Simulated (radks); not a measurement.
Q: The table gives one normalised radial function P(r) = r R(r) (large component) of Te5+ in [Kr] 4d10 5s1 (r in bohr). All-electron calculation, Dirac Kohn-Sham, PBE, spin-unpolarised, spherical densities, finite nucleus; Fermi nuclear charge, rms radius 4.7423 fm. Program: a radial shooting solver on a logarithmic mesh with Libxc functionals.

r,P
0.004378,0.0224
0.005056,0.0277
0.005793,0.0340
0.006637,0.0417
0.007604,0.0512
0.008781,0.0635
0.01006,0.0778
0.01153,0.0950
0.01321,0.1156
0.01513,0.1400
0.01747,0.1704
0.02002,0.2036
0.02293,0.2411
0.02628,0.2823
0.03035,0.3286
0.03477,0.3730
0.03983,0.4149
0.04563,0.4500
0.05228,0.4731
0.06038,0.4771
0.06917,0.4541
0.07925,0.3982
0.0908,0.3043
0.1049,0.1619
0.1201,-0.0090
0.1376,-0.2031
0.1577,-0.4004
0.1807,-0.5734
0.2086,-0.6944
0.239,-0.7171
0.2739,-0.6281
0.3138,-0.4211
0.3624,-0.0910
0.4151,0.2851
0.4756,0.6668
0.5449,0.9931
0.6243,1.2118
0.721,1.2923
0.826,1.2274
0.9464,1.0568
1.084,0.8284
1.252,0.5776
1.435,0.3713
1.644,0.2147
1.883,0.1105
2.157,0.0499
2.491,0.0183
2.854,0.0060
3.27,0.0016
3.747,0.0003
4.327,0.0001
4.957,0.0000
5.68,0.0000

Which n and l does it have? It may be an empty orbital.

A: n = 4, l = 1: the number of nodes gives n - l - 1 = 2, the rise at small r points to l (for j = l - 1/2 the large component starts outside the nucleus as r^gamma with gamma = sqrt(l^2 - (Z/c)^2) = 0.93 and the r^(l+1) term takes over further out; the orbital of l - 1 with the same j starts with the same power, but with a larger coefficient, and does not steepen), and the extent must fit the shell. The curve is that of 4p1/2; the two j differ most near the nucleus, where j = l - 1/2 has the larger amplitude, and in heavy atoms j = l - 1/2 is also the more compact. 4p1/2: eigenvalue -178.81 eV, 2 radial nodes at r = 0.119, 0.375 bohr, <r> = 0.799 bohr, 90 % of the charge inside 1.17 bohr.
